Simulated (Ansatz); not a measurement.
C2H7FO2Si can be A, `CO[Si](C)(O)F`, or B, `CO[SiH](F)OC`.

Calculated with Ansatz (gas phase, PBE0-D4/def2-TZVP geometries, no zero-point term in ΔE). CCSD(T)/CBS adds triple-zeta CCSD(T) − MP2 to the extrapolated MP2 energy (def2 sets, frozen cores). Functionals use def2-TZVPP. B3LYP here is the variant with VWN-RPA as its local correlation; programs differ in this. One conformer a species, not always the lowest.

**Question.** Which isomer does CCSD(T)/CBS put lower? Give the gap. (Best estimate.)

**Answer.** Ansatz gave: A, by 110.8 kJ/mol.

**Question.** Give E(B) − E(A) in kJ/mol with MP2/def2-TZVPP, B3LYP-D4, B3LYP, CCSD(T)/def2-TZVPP, HF/def2-TZVPP, PBE0-D4, CCSD/def2-TZVPP. (Best estimate.)

**Answer.** Computed: MP2/def2-TZVPP 113.6, B3LYP-D4 103.5, B3LYP 101.1, CCSD(T)/def2-TZVPP 108.1, HF/def2-TZVPP 93.3, PBE0-D4 111.2, CCSD/def2-TZVPP 107.0. None reverses the order clearly.

Largest T1 diagnostic: 0.011.

In def2-TZVPP, CCSD(T) changes the Hartree–Fock value by +14.8 kJ/mol (the triples alone add +1.1 kJ/mol) and MP2 by +20.2 kJ/mol.
